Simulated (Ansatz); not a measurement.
Mulliken charges of `[Br][GeH2][Br]` from PBE/def2-TZVPP in Ansatz (PBE0-D4/def2-TZVP geometry).

```tsv
atom	x (Å)	y (Å)	z (Å)	charge (e)
Br1	-0.833	0.417	1.959	-0.251
Ge2	-0.101	0.008	-0.178	0.439
Br3	2.082	-0.696	-0.103	-0.251
H4	-0.151	1.322	-0.958	0.032
H5	-0.947	-1.125	-0.761	0.032
```

Problem. By hand: the dipole of these point charges (1 e Å = 4.8032 D).

Solution. Σ q r = (-0.393, 0.080, -0.599) e Å, of length 0.721 e Å = 3.46 D.

Problem. How does the dipole of the full density compare? (Best estimate.)

Solution. The calculation gave: (-0.181, 0.037, -0.275) e Å, 1.59 D; the point charges give 2.18 times that, at 0° from its direction.

Point charges leave out the atoms' own dipoles, such as those of lone pairs, and Mulliken's split depends on the basis, so the two needn't agree.
